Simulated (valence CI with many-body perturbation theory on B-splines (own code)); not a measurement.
## Energy levels of Nb XXXVII

Method: configuration interaction combined with many-body perturbation theory (CI+MBPT): three valence electrons over a frozen Dirac-Fock core [He], radial functions for each j: 11 s, 11 p, 9 d, 7 f, 5 g, 2 h, 1 i, with the one-electron correlation potential Σ1, the two-electron term Σ2, the three-electron term Σ3, Breit, model QED; selected CI, second order for the rest (own B-spline code, finite nucleus).

No measured spectrum was set against this ion. As an estimate, large intervals hold to a few tenths of a per cent, small ones and those within an open d or f shell to about a per cent.

Levels 1 to 45 of 97, with energies above the lowest level, (2s^2 2p1/2) J=1/2. "Leading %" is the weight of the configuration and term that name the level; weights of strongly mixed levels are sums over their largest components and can fall short. In the jj column 3d3/2^4 stands for four electrons in 3d with j = 3/2. Lifetimes count E1, E2, E3, M1 and M2 decay at the calculated energies, and are blank where another channel may lead or the interval is too uncertain; long ones can be off by a factor of two.

| No. | Configuration | Term | J | E (× 10³ cm⁻¹) | Leading % | Lifetime | Second component | Leading jj |
| --- | --- | --- | --- | --- | --- | --- | --- | --- |
| 1 | 2s²2p | ²P° | 1/2 | 0.00 | 99 |  |  | 2s^2 2p1/2 (99 %) |
| 2 | 2s2p² | ⁴P | 1/2 | 861.85 | 73 | 355 ps | 20 % 2s2p² ²S | 2s 2p1/2^2 (90 %) |
| 3 | 2s²2p | ²P° | 3/2 | 867.84 | 98 | 172 ns |  | 2s^2 2p3/2 (98 %) |
| 4 | 2s2p² | ⁴P | 3/2 | 1488.9 | 96 | 3.25 ns |  | 2s 2p1/2 2p3/2 (98 %) |
| 5 | 2s2p² | ⁴P | 5/2 | 1668.5 | 58 | 574 ps | 42 % 2s2p² ²D | 2s 2p1/2 2p3/2 (94 %) |
| 6 | 2s2p² | ²D | 3/2 | 1973.6 | 76 | 9.82 ps | 23 % 2s2p² ²P | 2s 2p1/2 2p3/2 (97 %) |
| 7 | 2s2p² | ²P | 1/2 | 2021.5 | 74 | 5.82 ps | 18 % 2s2p² ⁴P | 2s 2p1/2 2p3/2 (89 %) |
| 8 | 2s2p² | ²D | 5/2 | 2512.0 | 58 | 40.3 ps | 42 % 2s2p² ⁴P | 2s 2p3/2^2 (94 %) |
| 9 | 2s2p² | ²S | 1/2 | 2938.0 | 71 | 7.01 ps | 20 % 2s2p² ²P | 2s 2p3/2^2 (96 %) |
| 10 | 2s2p² | ²P | 3/2 | 2947.8 | 75 | 4.41 ps | 21 % 2s2p² ²D | 2s 2p3/2^2 (95 %) |
| 11 | 2p³ | ²P° | 3/2 | 2953.4 | 39 | 8.09 ps | 38 % 2p³ ⁴S° | 2p1/2^2 2p3/2 (96 %) |
| 12 | 2p³ | ²D° | 3/2 | 3659.4 | 50 | 5.58 ps | 48 % 2p³ ⁴S° | 2p1/2 2p3/2^2 (97 %) |
| 13 | 2p³ | ²D° | 5/2 | 3779.8 | 100 | 7.08 ps |  | 2p1/2 2p3/2^2 (100 %) |
| 14 | 2p³ | ²P° | 1/2 | 4009.1 | 99 | 4.37 ps |  | 2p1/2 2p3/2^2 (99 %) |
| 15 | 2p³ | ²P° | 3/2 | 4735.0 | 58 | 3.82 ps | 28 % 2p³ ²D° | 2p3/2^3 (98 %) |
| 16 | 2s²3s | ²S | 1/2 | 22628 | 96 | 50.1 fs |  | 2s^2 3s (96 %) |
| 17 | 2s²3p | ²P° | 1/2 | 22945 | 94 | 956 fs |  | 2s^2 3p1/2 (94 %) |
| 18 | 2s²3p | ²P° | 3/2 | 23185 | 86 | 385 fs | 6 % 2s2p3s ²P° | 2s^2 3p3/2 (86 %) |
| 19 | 2s2p3s | ⁴P° | 1/2 | 23250 | 89 | 53.0 fs | 7 % 2s2p3s ²P° | 2s 2p1/2 3s (98 %) |
| 20 | 2s2p3s | ⁴P° | 3/2 | 23368 | 68 | 49.2 fs | 21 % 2s2p3s ²P° | 2s 2p1/2 3s (84 %) |
| 21 | 2s2p3s | ²P° | 1/2 | 23461 | 93 | 73.9 fs | 5 % 2s2p3s ⁴P° | 2s 2p1/2 3s (95 %) |
| 22 | 2s²3d | ²D | 3/2 | 23464 | 94 | 6.45 fs |  | 2s^2 3d3/2 (94 %) |
| 23 | 2s2p3p | ⁴D | 1/2 | 23522 | 74 | 73.1 fs | 20 % 2s2p3p ²P | 2s 2p1/2 3p1/2 (99 %) |
| 24 | 2s²3d | ²D | 5/2 | 23541 | 96 | 7.35 fs |  | 2s^2 3d5/2 (96 %) |
| 25 | 2s2p3p | ⁴D | 3/2 | 23625 | 52 | 79.3 fs | 20 % 2s2p3p ²P | 2s 2p1/2 3p1/2 (92 %) |
| 26 | 2s2p3p | ⁴P | 1/2 | 23769 | 59 | 57.4 fs | 21 % 2s2p3p ²S | 2s 2p1/2 3p1/2 (94 %) |
| 27 | 2s2p3p | ⁴P | 3/2 | 23830 | 29 | 54.7 fs | 24 % 2s2p3p ⁴D | 2s 2p1/2 3p3/2 (98 %) |
| 28 | 2s2p3p | ²P | 1/2 | 23916 | 47 | 18.7 fs | 16 % 2s2p3p ⁴P | 2s 2p1/2 3p3/2 (89 %) |
| 29 | 2s2p3p | ⁴D | 5/2 | 23930 | 61 | 524 fs | 21 % 2s2p3p ²D | 2s 2p1/2 3p3/2 (92 %) |
| 30 | 2s2p3p | ²D | 3/2 | 23961 | 51 | 23.9 fs | 20 % 2s2p3p ⁴S | 2s 2p1/2 3p3/2 (95 %) |
| 31 | 2s2p3d | ⁴F° | 3/2 | 24021 | 77 | 35.8 fs | 13 % 2s2p3d ²D° | 2s 2p1/2 3d3/2 (98 %) |
| 32 | 2s2p3s | ⁴P° | 5/2 | 24095 | 76 | 15.8 fs | 9 % 2s2p3d ⁴P° | 2s 2p3/2 3s (76 %) |
| 33 | 2s2p3d | ⁴F° | 5/2 | 24109 | 64 | 27.1 fs | 11 % 2s2p3d ⁴D° | 2s 2p1/2 3d3/2 (65 %) |
| 34 | 2s2p3d | ⁴P° | 5/2 | 24184 | 33 | 12.4 fs | 20 % 2s2p3d ²D° | 2s 2p1/2 3d5/2 (63 %) |
| 35 | 2s2p3d | ⁴D° | 3/2 | 24203 | 42 | 6.13 fs | 26 % 2s2p3d ⁴P° | 2s 2p1/2 3d3/2 (73 %) |
| 36 | 2s2p3d | ⁴D° | 1/2 | 24205 | 67 | 4.72 fs | 23 % 2s2p3d ²P° | 2s 2p1/2 3d3/2 (92 %) |
| 37 | 2s2p3s | ²P° | 3/2 | 24223 | 78 | 36.3 fs | 16 % 2s2p3s ⁴P° | 2s 2p3/2 3s (95 %) |
| 38 | 2s2p3d | ⁴F° | 7/2 | 24240 | 51 | 9.45 fs | 27 % 2s2p3d ⁴D° | 2s 2p1/2 3d5/2 (93 %) |
| 39 | 2s2p3d | ²D° | 3/2 | 24318 | 49 | 8.65 fs | 39 % 2s2p3d ²P° | 2s 2p1/2 3d5/2 (72 %) |
| 40 | 2s2p3d | ²F° | 5/2 | 24328 | 63 | 8.87 fs | 13 % 2s2p3d ⁴P° | 2s 2p1/2 3d5/2 (86 %) |
| 41 | 2p²3s | ⁴P | 1/2 | 24444 | 55 | 64.6 fs | 20 % 2p²3s ²S | 2p1/2^2 3s (91 %) |
| 42 | 2s2p3p | ⁴P | 3/2 | 24463 | 50 | 70.4 fs | 20 % 2s2p3p ⁴S | 2s 2p3/2 3p1/2 (98 %) |
| 43 | 2s2p3p | ²D | 5/2 | 24484 | 40 | 34.9 fs | 31 % 2s2p3p ⁴P | 2s 2p3/2 3p1/2 (96 %) |
| 44 | 2s2p3s | ²P° | 1/2 | 24539 | 92 | 36.9 fs | 5 % 2s2p3s ⁴P° | 2s 2p3/2 3s (93 %) |
| 45 | 2s2p3s | ²P° | 3/2 | 24559 | 87 | 72.4 fs | 10 % 2s2p3s ⁴P° | 2s 2p3/2 3s (93 %) |

The ionisation energy to 2s² ¹S0 of the next ion comes out as 5013.1 eV (NIST: 5011 ± 4 eV (semi-empirical)). All 97 levels together are meant to be complete up to 26089 × 10³ cm⁻¹.
